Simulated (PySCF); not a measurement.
Input for PySCF:
```python
from pyscf import gto, scf, dft

mol = gto.M(
    atom='''
B     0.17056815   -0.39792960   -0.94626950
C     0.85009906   -1.41430721   -0.32643794
C     1.69942266   -2.33382006    0.31252514
H     2.45606346   -2.99622528    0.83088868
H    -0.29754311   -0.56542061   -1.99384885
N    -0.55031963    0.66120292   -0.14801944
C    -1.48061558    1.48268308   -0.68928470
C    -0.21050753    0.76075766    1.25280637
H    -2.25394651    1.41445296   -0.06921440
H    -1.03496296    2.54765868   -0.57328006
H    -1.61574456    1.43498761   -1.73572125
H     0.13399354    1.82924279    1.38050281
H    -1.11629765    0.91590722    1.83811259
H     0.59103861    0.14509968    1.55679730
''',
    basis='sto-3g',
    verbose=4,
)

mf = dft.RKS(mol)
mf.xc = 'r2scan'
mf.kernel()
g = mf.nuc_grad_method()
grad = g.kernel()
```

What is the computed number of basis functions (R2SCAN/STO-3G, gradient (PySCF))?

38

Predict the HOMO energy from R2SCAN/STO-3G, gradient.

-3.03 eV

Predict the nuclear repulsion energy from R2SCAN/STO-3G, gradient.

200.8482 Eh

What is the computed Mulliken (on the basis functions themselves) charges in atom order (R2SCAN/STO-3G, gradient)?

B1 0.17, C2 -0.14, C3 -0.11, H4 0.12, H5 -0.05, N6 -0.26, C7 -0.17, C8 -0.15, H9 0.11, H10 0.07, H11 0.12, H12 0.07, H13 0.09, H14 0.12
